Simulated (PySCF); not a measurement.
## Krypton: a sound run and one with changed settings

Sound run: Kr [Kr], Kr⁺ [Ar] 3d10 4s2 4p5. Calculation: PySCF 2.14, in Sapporo-DKH3-DZP-2012 (6s5p3d1f, 43 functions); scalar relativity by spin-free X2C-1e. In the sound run the correlated levels freeze [Ar] 3d10. The sound run starts from symmetry-adapted Hartree-Fock orbitals and uses a fine grid where one is needed.

Changed run: a valence shell is frozen. This setting is unsound on purpose.

```json
{"species": "Kr", "method": "MP2", "sound run (hartree)": "-2788.23818", "changed run (hartree)": "-2788.21315", "converged": "yes"}
{"species": "Kr", "method": "CCSD(T)", "sound run (hartree)": "-2788.24898", "changed run (hartree)": "-2788.22244", "converged": "yes"}
{"species": "Kr⁺", "method": "MP2", "sound run (hartree)": "-2787.72815", "changed run (hartree)": "-2787.69658", "converged": "yes"}
{"species": "Kr⁺", "method": "CCSD(T)", "sound run (hartree)": "-2787.74333", "changed run (hartree)": "-2787.70681", "converged": "yes"}
```

Ionisation energy of Kr:

| method | sound run (eV) | changed run (eV) |
| --- | --- | --- |
| UHF | 13.118 | 13.118 |
| MP2 | 13.878 | 14.057 |
| SCS-MP2 | 13.791 | 14.007 |
| CCSD | 13.750 | 14.020 |
| CCSD(T) | 13.760 | 14.031 |

Freezing a valence shell removes pair correlation that changes on ionisation.

For comparison, NIST gives 14.000 eV between the lowest levels.
